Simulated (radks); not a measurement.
Results of a calculation; reference values are marked as such.
Sn19+, configuration [Ar] 3d10 4s2 4p1 (the NIST ground configuration). Code: a radial shooting solver on a logarithmic mesh with Libxc functionals. Model: non-relativistic Kohn-Sham, LB94 model potential, spin-polarised, spherical densities, point nucleus; open shells are filled with parallel spins first (spin-orbit coupling, left out, can overturn this in heavy ions); relativity is left out, which matters for an element this heavy.

Unscreened Slater integrals over Kohn-Sham orbitals (cm^-1). They are taken over the spin-up orbitals. Empty in this configuration: 4d.

integral    value
F0(4p,4p)  261710
F2(4p,4p)  137700
F0(4p,4s)  263670
G1(4p,4s)  179740
F0(4p,3d)  333540
F2(4p,3d)   91650
G1(4p,3d)   30431
G3(4p,3d)   30231
F0(4p,3p)  328360
F2(4p,3p)   97924
G0(4p,3p)   26091
G2(4p,3p)   31770
F0(4p,4d)  258710
F2(4p,4d)  133720
G1(4p,4d)  168100
G3(4p,4d)  107150
F0(4s,4s)  265780
F0(4s,3d)  336190
G2(4s,3d)   30216
F0(4s,3p)  331120
G1(4s,3p)   31998
F0(4s,4d)  260610
G2(4s,4d)  131030
F0(3d,3d)  647420
F2(3d,3d)  325640
F4(3d,3d)  208440
F0(3d,3p)  607270
F2(3d,3p)  293060
G1(3d,3p)  328590
G3(3d,3p)  213630
F0(3d,4d)  331800
F2(3d,4d)   91820
F4(3d,4d)   45363
G0(3d,4d)   30853
G2(3d,4d)   37783
G4(3d,4d)   29373
F0(3p,3p)  582750
F2(3p,3p)  294990
F0(3p,4d)  324410
F2(3p,4d)   92526
G1(3p,4d)   21813
G3(3p,4d)   23138
F0(4d,4d)  256310
F2(4d,4d)  131340
F4(4d,4d)   89387

Derived for the open shells (J is the average intra-shell exchange parameter used in DFT+U). 4p: J = F2/5 = 27540 cm^-1.
